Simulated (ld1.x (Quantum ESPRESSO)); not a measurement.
# Varying the TM semilocal potential for iridium (Ir)

Base potential:

* Element: iridium
* Generator: ld1.x (Quantum ESPRESSO) 7.5
* Type: norm-conserving Troullier–Martins (semilocal form)
* Functional: LDA (PZ)
* Relativity: scalar-relativistic
* Frozen core: [Xe] 4f14
* Valence charge: 9
* Reference configuration: 5d6 6s0 6p0 (charge +3)
* Partial waves: 6s (bound, empty): rc 1.10 bohr; 6p (bound, empty): rc 2.25 bohr; 5d (bound): rc 1.90 bohr
* Local potential: the d channel
* Core correction: none

Cutoffs, loose and tight: the cutoffs (Ry, on a coarse ladder) from which the occupation-weighted sum of valence levels, in a spherical-Bessel basis at the reference potential, stays within 10 and 1 mRy of its value at 400 Ry. They do not see the model core or the augmentation charge, which bear on the density cutoff. Test errors are all-electron minus pseudo excitation energies from the reference, over the configurations 5d7 6s2 6p0; 5d7 6s1 6p0; 5d7 6s0 6p0; 5d7 6s0 6p1; 5d7 6s1 6p1; 5d6 6s2 6p1; 5d5 6s0 6p0 (two spin-polarised tests are not counted in the largest error). A dash means not determined; rows that change the core or the reference have their own tests. The largest error is taken over the tests solved by every variant that gives reliable tests at all: 5d5 6s0 6p0; 5d7 6s0 6p0; 5d7 6s0 6p1.

A true bound ghost makes a file unfit for plane-wave use even where its test errors are small: the radial tests pick states by their node count and pass the ghost by. Where a test does run into it, the solver fails or the error is huge.

Cutoffs are not given where the Bessel-basis levels miss the radial ones by over 6 mRy, ghosts where they miss by over 20 mRy; a channel whose overlap is not positive is not tested.

For the base: The 6s radius (1.10 bohr) lies inside the outermost node of the all-electron wave (1.15 bohr), which a nodeless pseudo-wave cannot match soundly.

A semilocal file is local in each channel, so a ghost entry of none says nothing of the separable form that plane-wave codes build from it.

| change | outcome | cutoff, loose | cutoff, tight | bound ghosts | largest test error (meV) |
| --- | --- | --- | --- | --- | --- |
| base | generated | – | – | not determined | +81 |
| all radii scaled by about 0.75 (s 0.82, p 1.68, d 1.42 bohr) | generated | – | – | not determined | +257 |
| all radii scaled by about 0.85 (s 0.94, p 1.92, d 1.62 bohr) | generated | – | – | not determined | +124 |
| all radii scaled by about 0.94 (s 1.04, p 2.12, d 1.80 bohr) | generated | – | – | not determined | +85 |
| all radii scaled by about 1.22 (s 1.34, p 2.74, d 2.32 bohr) | generated | 35 Ry | 40 Ry | s | +75 |
| all radii scaled by about 1.31 (s 1.44, p 2.94, d 2.48 bohr) | generated | 35 Ry | 40 Ry | s | +69 |
| all radii scaled by about 1.40 (s 1.54, p 3.14, d 2.66 bohr) | generated | 30 Ry | 40 Ry | s | +58 |

(1) What comes out with this change to the base: all radii scaled by about 1.14 (s 1.26, p 2.56, d 2.16 bohr)?

## Answers

(1) outcome: generated; cutoff, loose: 40 Ry; cutoff, tight: 45 Ry; bound ghosts: none; largest test error (meV): +77.

Reading the sweep of the scale of all radii (base = 1) (base included, trends over the rows without a ghost): Bound ghosts are found at 1.22, 1.31, 1.4.
